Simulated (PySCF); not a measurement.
**How methods differ on the ionisation energy of Mo²⁺**

Mo²⁺ [Kr] 4d4 (5D) → Mo³⁺ [Kr] 4d3 (4F), as a difference of total energies. Calculation: PySCF 2.14, in aug-cc-pVTZ-PP with one added diffuse shell each of s, p, d, f, g type with ECP28MDF (7s7p6d4f3g, 113 functions); scalar relativity through the core potential. Correlated levels: valence: 4s2 4p6 frozen. The calculations carry no spin-orbit coupling.

```csv
method,ionisation energy (eV)
UHF,26.064
LDA,27.534
PBE0,27.244
M06-L,26.814
revPBE,27.241
TPSS,26.963
MP2 (valence),26.599
SCS-MP2 (valence),26.243
```

Problem. Estimate what r2SCAN gives.

Solution. 27.107 eV, closest to revPBE among the rows shown.

Problem. Estimate what PBE gives.

Solution. 27.320 eV, closest to PBE0 among the rows shown.

The reference lies between the lowest fine-structure levels, while these numbers refer to the centres of the terms.

Errors of the correlated levels include the incompleteness of this basis and the frozen core.

For comparison: 27.13 ± 0.12 eV (semi-empirical (NIST evaluation); NIST Atomic Spectra Database, ionization energies).
